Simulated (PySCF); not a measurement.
Constitutional and geometric isomers with formula C2H7BO. Isolated molecules, 0 K electronic values unless said otherwise. One relaxed conformer stands for each flexible species; it need not be the lowest. Strings in code marks are SMILES.

Calculation: PySCF 2.14.0 with B3LYP-D3(BJ)/def2-TZVP // PBE0-D4/def2-TZVP. All candidates: neutral, multiplicity 1. B3LYP has the VWN-RPA correlation part, as in Gaussian. Excitations are Tamm–Dancoff values on a coarser integration grid. The basis has no diffuse functions, so Rydberg states are missing or too high.

```
Property               Result
-------------------  --------
S1 excitation (TDA)   4.77 eV
HOMO                 -7.30 eV
HOMO–LUMO gap         5.69 eV
```

Q: Name which member has these values.
A. `BCOC`
B. `CCBO` (C–C–B–O torsion 0°, C–B–O–H torsion 0°)
C. `B[C@@H](C)O`
D. `BOCC` (B–O–C–C torsion 115°)

A: A, `BCOC`. The others give `B[C@@H](C)O`: 4.61 eV, -7.52 eV, 5.66 eV; `BOCC` (B–O–C–C torsion 115°): 6.29 eV, -8.32 eV, 7.76 eV; `CCBO` (C–C–B–O torsion 0°, C–B–O–H torsion 0°): 6.71 eV, -8.16 eV, 8.17 eV
